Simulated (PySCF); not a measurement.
AlH6P3. Atoms are numbered in the order given.

```xyz
10

Al    -0.0245     0.0059     0.0000
P     -0.1156    -2.3254     0.0000
H      0.8436    -2.4554     1.0519
H      0.8436    -2.4554    -1.0519
P      0.1229     1.1632    -2.0196
H     -0.8781     2.1208    -1.6682
H     -0.7832     0.2878    -2.6947
P      0.1229     1.1632     2.0196
H     -0.7832     0.2878     2.6947
H     -0.8781     2.1208     1.6682
```

The structure is a stationary point at PBE0-D3(BJ)/def2-SVP. Other conformers were not sampled.

Computed with PBE/def2-TZVP in PySCF.

ESP charges are fitted to the potential on shells at 1.4 to 2.0 van der Waals radii. Atomic charges (e):

| atom | ESP fit | meta-Löwdin |
|---|---|---|
| Al1 | 0.46 | 0.46 |
| P2 | -0.35 | -0.23 |
| H3 | 0.09 | 0.04 |
| H4 | 0.09 | 0.04 |
| P5 | -0.29 | -0.23 |
| H6 | 0.06 | 0.04 |
| H7 | 0.08 | 0.04 |
| P8 | -0.29 | -0.23 |
| H9 | 0.08 | 0.04 |
| H10 | 0.06 | 0.04 |
